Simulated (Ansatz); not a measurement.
Reaction (isomerisation): `O[SiH2]CS` → `CO[SiH2]S`

Calculated with Ansatz (gas phase, PBE0-D4/def2-TZVP geometries, no zero-point term in ΔE). CBS: MP2 limit from def2 TZ/QZ plus the TZ coupled-cluster correction, frozen cores. This one scheme is used for every species. DFT in def2-TZVPP. Each species was taken in one conformer, which may not be the lowest.

`O[SiH2]CS`:

Cartesian coordinates in Å:
```
O -1.703 -0.930 -0.167
Si -0.889 0.497 -0.114
C 0.784 0.235 0.694
S 1.665 -1.081 -0.200
H -1.166 -1.680 -0.439
H -1.742 1.439 0.651
H -0.629 1.043 -1.477
H 0.650 -0.151 1.708
H 1.398 1.135 0.759
H 1.632 -0.507 -1.415
```

`CO[SiH2]S`:

Z-matrix (Å, degrees):
```
C
O 1 1.410
H 1 1.091 2 108.1
H 1 1.096 2 111.7 3 119.3
H 1 1.095 2 111.3 3 -119.1
Si 2 1.639 1 122.6 3 -170.3
S 6 2.120 2 109.8 1 171.1
H 6 1.488 2 108.6 1 49.0
H 6 1.485 2 111.9 1 -72.6
H 7 1.344 6 94.3 2 -69.2
```

Question: Is it downhill or uphill in electronic energy at CCSD(T)/CBS, and by how much? (An estimate is asked.)

Answer: Ansatz gave: Downhill: ΔE = -13.5 kJ/mol.

Question: What do these levels give: revPBE-D4, PBE0-D4, BHLYP-D4, CCSD(T)/def2-SVP, HF/def2-TZVPP, CCSD/def2-TZVPP? (An estimate is asked.)

Answer: The calculation gave: revPBE-D4 -14.2, PBE0-D4 -16.0, BHLYP-D4 -22.5, CCSD(T)/def2-SVP -28.2, HF/def2-TZVPP -33.0, CCSD/def2-TZVPP -17.9 kJ/mol.

Largest T1 diagnostic among the species: 0.011.

In def2-TZVPP, CCSD(T) changes the Hartree–Fock value by +17.1 kJ/mol (the triples alone add +2.0 kJ/mol) and MP2 by +20.6 kJ/mol. The D4 term adds +3.5 kJ/mol with B3LYP and +1.7 kJ/mol with PBE0; it sums over pairs of atoms, weighted by their polarisabilities, and B3LYP, whose exchange is more repulsive, gets the larger term. Leaving LDA and LC-ωPBE aside and taking each functional with its dispersion term where it has one, the values spread over 8.3 kJ/mol, from BHLYP-D4 to revPBE-D4. LDA lies +5.6 kJ/mol from PBE without D4.

B3LYP here is the variant with VWN-RPA as its local correlation; programs differ in this.
